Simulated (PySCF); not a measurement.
## C9H13N: calculation and literature

Molfile (atoms numbered from 1):
```
C9H13N
     RDKit          3D

 23 23  0  0  0  0  0  0  0  0999 V2000
   -2.1811   -0.9432    0.4004 C   0  0  0  0  0  0  0  0  0  0  0  0
   -1.8467    0.3893   -0.0352 N   0  0  0  0  0  0  0  0  0  0  0  0
   -3.0025    1.1315   -0.4636 C   0  0  0  0  0  0  0  0  0  0  0  0
   -0.7790    0.4081   -1.0064 C   0  0  0  0  0  0  0  0  0  0  0  0
    0.5478   -0.0354   -0.4416 C   0  0  0  0  0  0  0  0  0  0  0  0
    1.4185   -0.8328   -1.1877 C   0  0  0  0  0  0  0  0  0  0  0  0
    2.6619   -1.2037   -0.6759 C   0  0  0  0  0  0  0  0  0  0  0  0
    3.0454   -0.7866    0.5968 C   0  0  0  0  0  0  0  0  0  0  0  0
    2.1777    0.0026    1.3532 C   0  0  0  0  0  0  0  0  0  0  0  0
    0.9396    0.3758    0.8375 C   0  0  0  0  0  0  0  0  0  0  0  0
   -1.2843   -1.4556    0.7785 H   0  0  0  0  0  0  0  0  0  0  0  0
   -2.6135   -1.5696   -0.4135 H   0  0  0  0  0  0  0  0  0  0  0  0
   -2.9167   -0.8995    1.2182 H   0  0  0  0  0  0  0  0  0  0  0  0
   -3.5051    0.6915   -1.3559 H   0  0  0  0  0  0  0  0  0  0  0  0
   -3.7460    1.1732    0.3474 H   0  0  0  0  0  0  0  0  0  0  0  0
   -2.7196    2.1653   -0.7150 H   0  0  0  0  0  0  0  0  0  0  0  0
   -0.6749    1.4464   -1.3683 H   0  0  0  0  0  0  0  0  0  0  0  0
   -1.0154   -0.2056   -1.9073 H   0  0  0  0  0  0  0  0  0  0  0  0
    1.1161   -1.1711   -2.1831 H   0  0  0  0  0  0  0  0  0  0  0  0
    3.3310   -1.8287   -1.2727 H   0  0  0  0  0  0  0  0  0  0  0  0
    4.0167   -1.0802    1.0023 H   0  0  0  0  0  0  0  0  0  0  0  0
    2.4699    0.3293    2.3544 H   0  0  0  0  0  0  0  0  0  0  0  0
    0.2445    0.9816    1.4239 H   0  0  0  0  0  0  0  0  0  0  0  0
  1  2  1  0
  2  3  1  0
  2  4  1  0
  4  5  1  0
  5  6  2  0
  6  7  1  0
  7  8  2  0
  8  9  1  0
  9 10  2  0
 10  5  1  0
  1 11  1  0
  1 12  1  0
  1 13  1  0
  3 14  1  0
  3 15  1  0
  3 16  1  0
  4 17  1  0
  4 18  1  0
  6 19  1  0
  7 20  1  0
  8 21  1  0
  9 22  1  0
 10 23  1  0
M  END
```

Published estimates (parent shift plus substituent increments) and measurements: δ $^{13}$C C6/C10 129.0; C7/C9 128.2; C8 127.0 ppm (estimated from measurements, as parent shift plus tabulated substituent increment; solution, not stated per compound (mostly CDCl3 or CCl4); Pretsch, Buehlmann, Badertscher, Structure Determination of Organic Compounds, 4th ed. (2009)).

Relativity neglected, no solvent, single conformer, rapidly exchanging positions averaged. Shieldings: GIAO HF/pcSseg-1; PBE0-D3(BJ)/def2-SVP geometry; PySCF 2.14.

**Question.** What does the calculation give, and how does it compare?

**Answer.** 
Reference values: estimated from measurements, as parent shift plus tabulated substituent increment (solution, not stated per compound (mostly CDCl3 or CCl4); Pretsch, Buehlmann, Badertscher, Structure Determination of Organic Compounds, 4th ed. (2009)).
```tsv
atoms	quantity	reference	computed	computed, scaled
C6/C10	δ $^{13}$C	129.0	135.7	128.2
C7/C9	δ $^{13}$C	128.2	136.1	128.6
C8	δ $^{13}$C	127.0	134.0	126.7
```

Computed shifts are σ(ref) − σ with the named reference compound (TMS for H and C) calculated as an isolated molecule at the same level. The measured values may be among those fitted. Empirical linear scaling, fitted to shifts measured mostly in CDCl3 for H and C (δ vs TMS): $^{13}$C: δ = 179.24 − 0.925σ (rms 2.1 ppm, 47 shifts, 3.7 ppm with the 4 outliers that the fit left out). Occasional misses reach two or three times the rms, and more in compound classes unlike the fitted ones.

**Question.** How far are the unscaled $^{13}$C shifts from the references?

**Answer.** Mean signed difference +7.20 ppm, mean absolute 7.20 ppm over 3 comparisons; the largest is +7.9 ppm at C7/C9 (aromatic CH).
